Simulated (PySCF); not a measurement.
A PySCF script (with the pyscf-properties extension) for the NMR shieldings of SMILES CCC[C@@H]1C[Si@@H](F)CC1=S, C₇H₁₃FSSi, on a GFN2-xTB geometry:

```python
import basis_set_exchange as bse
import numpy as np
from pyscf import gto, dft
from pyscf.prop import nmr

atoms = """
C     3.052941    0.394464    0.980841
C     2.064810   -0.244396    0.012341
C     0.644662   -0.210765    0.571787
C    -0.387235   -0.869785   -0.361677
C    -0.720617    0.025715   -1.565562
Si   -2.077164    1.205410   -0.955623
F    -3.320078    1.233742   -1.985983
C    -2.485098    0.144038    0.570687
C    -1.653922   -1.086315    0.415265
S    -2.080596   -2.529053    1.019779
H     2.789893    1.434029    1.165846
H     3.050004   -0.134599    1.931263
H     4.060859    0.362228    0.573970
H     2.105593    0.285828   -0.941044
H     2.355718   -1.280972   -0.170649
H     0.636700   -0.740743    1.527844
H     0.348394    0.824796    0.756835
H     0.013487   -1.835729   -0.682601
H    -1.109185   -0.591137   -2.378151
H     0.176780    0.509248   -1.942967
H    -1.756277    2.601717   -0.722476
H    -3.534489   -0.118420    0.699624
H    -2.179933    0.647683    1.490729
"""
names = dict.fromkeys(["C", "Si", "F", "S", "H"], "pcSseg-1")
basis = {el: gto.basis.parse(bse.get_basis(n, elements=[el], fmt="nwchem")) for el, n in names.items()}
mol = gto.M(atom=atoms, basis=basis, charge=0, verbose=0)
mf = dft.RKS(mol, xc="PBE0")
mf.grids.level = 2
mf.grids.alignment = dft.numint.BLKSIZE   # the property module wants whole blocks of grid points
mf.conv_tol = 1e-9
mf.kernel()

calc = nmr.RKS(mf)   # GIAO
C = mf.mo_coeff
Co = C[:, mf.mo_occ > 0]
resp = mf.gen_response(singlet=True, hermi=2)
def vind(x):   # induced exchange potential for any number of trial vectors
    d = np.einsum("pi,xij,qj->xpq", C, 2 * x.reshape(-1, C.shape[1], Co.shape[1]), Co, optimize=True)
    return np.einsum("xpq,pi,qj->xij", resp(d - d.transpose(0, 2, 1)), C, Co, optimize=True).ravel()
mo1, _ = nmr.rhf.solve_mo1(calc, with_cphf=vind)
sigma = calc.kernel(mo1)
for i, s in enumerate(sigma):   # ppm
    print("%2d %-2s %9.2f" % (i, mol.atom_pure_symbol(i), np.trace(s) / 3))
```

Problem. Give the expected output.

Solution. 
```
 0 C     169.91
 1 C     160.49
 2 C     140.79
 3 C     118.30
 4 C     163.53
 5 Si    316.32
 6 F     372.77
 7 C     145.58
 8 C     -99.62
 9 S    -454.63
10 H      30.90
11 H      30.72
12 H      30.37
13 H      30.21
14 H      30.44
15 H      30.26
16 H      30.92
17 H      28.41
18 H      30.31
19 H      30.22
20 H      25.94
21 H      28.65
22 H      29.08
```

These numbers come from an equivalent density-fitted implementation of the same equations, which agrees with the script to about 0.01 ppm for H and up to a few tenths of a ppm for heavy atoms, so last digits may differ.

Problem. Turn these shieldings into chemical shifts. Referencing at the same level of theory: TMS for ¹³C (σref 186.93), ²⁹Si (σref 349.16), ¹H (σref 31.72); ¹⁹F (σref 170.95) vs CFCl3; ³³S (σref 503.73) vs CS2.

Solution. Averaging equivalent atoms: C 8: 286.5; C 3: 68.6; C 2: 46.1; C 7: 41.3; C 1: 26.4; C 4: 23.4; C 0: 17.0; Si 5: 32.8; F 6: -201.8; S 9: 958; H 20: 5.78; H 17: 3.31; H 21: 3.06; H 22: 2.63; H 13: 1.50; H 19: 1.50; H 15: 1.46; H 18: 1.41; H 14: 1.28; H 10/11/12: 1.05; H 16: 0.80 ppm. Unscaled 19F shifts against computed CFCl3 carry errors that often reach 10 to 50 ppm.

Size and cost of the density-fitted run: 249 basis functions, 2.4 min wall time on 1 thread of an Arm Neoverse N1, shared host; peak memory 1.2 GiB.
